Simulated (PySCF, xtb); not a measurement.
C5H9B, SMILES C#CB(C)CC.

GFN2-xTB run with xtb 6.7.1 at its own geometry gives an orbital gap of 3.71 eV and a dipole moment of 0.37 D.

The structure is a stationary point at B3LYP-D3(BJ)/def2-SVP. This is a generated structure with no PubChem entry under its InChIKey; it may be hypothetical. Other conformers were not sampled.

What does ωB97X/def2-TZVP (PySCF) give? (An estimate is asked for; the answer gives what the named calculation found.)

gap 10.84 eV (levels -10.10 and 0.73 eV), dipole 0.07 D.
